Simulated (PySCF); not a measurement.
C₅H₄F₂O. Atoms are numbered in the order given.

```xyz
12

O     -1.8299     1.3654     0.5472
C     -0.8647     0.7618     0.1578
C      0.5086     1.2652    -0.0748
C      1.2994     0.2054    -0.2946
F      2.5982     0.2450    -0.5293
C      0.6228    -1.1328    -0.2484
C     -0.8582    -0.7397    -0.2141
F     -1.5862    -1.4807     0.6766
H      0.8096     2.3112    -0.0239
H      0.8844    -1.6675     0.6793
H      0.9101    -1.7650    -1.1020
H     -1.3204    -0.8406    -1.2123
```

The structure is a stationary point at ωB97X-D3(BJ)/def2-SVP. The structure was generated by enumeration; whether it is a known compound was not checked. One conformer was computed; it need not be the lowest.

Calculation: PBE/def2-TZVP (PySCF).

Atomic charges (e):

```json
[
 {"atom": "O1", "meta-Löwdin": "-0.38", "Mulliken": "-0.22", "Löwdin": "0.17"},
 {"atom": "C2", "meta-Löwdin": "0.32", "Mulliken": "0.11", "Löwdin": "-0.34"},
 {"atom": "C3", "meta-Löwdin": "-0.23", "Mulliken": "-0.22", "Löwdin": "(withheld)"},
 {"atom": "C4", "meta-Löwdin": "0.32", "Mulliken": "0.19", "Löwdin": "-0.27"},
 {"atom": "F5", "meta-Löwdin": "-0.21", "Mulliken": "-0.12", "Löwdin": "(withheld)"},
 {"atom": "C6", "meta-Löwdin": "-0.26", "Mulliken": "-0.16", "Löwdin": "-0.19"},
 {"atom": "C7", "meta-Löwdin": "0.15", "Mulliken": "0.12", "Löwdin": "(withheld)"},
 {"atom": "F8", "meta-Löwdin": "-0.28", "Mulliken": "-0.18", "Löwdin": "(withheld)"},
 {"atom": "H9", "meta-Löwdin": "0.15", "Mulliken": "0.14", "Löwdin": "0.15"},
 {"atom": "H10", "meta-Löwdin": "0.15", "Mulliken": "0.13", "Löwdin": "(withheld)"},
 {"atom": "H11", "meta-Löwdin": "0.14", "Mulliken": "0.13", "Löwdin": "(withheld)"},
 {"atom": "H12", "meta-Löwdin": "0.13", "Mulliken": "0.08", "Löwdin": "0.15"}
]
```

Problem. Some entries are withheld; supply them. (Estimate from the structure and the level; the computed values follow.)

Solution. 
- C3, Löwdin: -0.10
- F5, Löwdin: 0.26
- C7, Löwdin: -0.30
- F8, Löwdin: 0.16
- H10, Löwdin: 0.16
- H11, Löwdin: 0.15

Problem. Give the Mayer and Wiberg (Löwdin basis) orders of the bonds. (Estimate from the structure and the level; the computed values follow.)

Solution. 
```csv
bond,Mayer,Wiberg
O1–C2,2.14,2.67
C2–C3,0.99,1.22
C3–C4,1.63,1.80
C4–F5,1.14,1.81
C4–C6,1.03,1.17
C2–C7,0.94,1.05
C6–C7,0.96,1.14
C7–F8,1.09,1.69
C3–H9,0.95,0.84
C6–H10,0.89,0.82
C6–H11,0.92,0.84
C7–H12,0.94,0.82
```
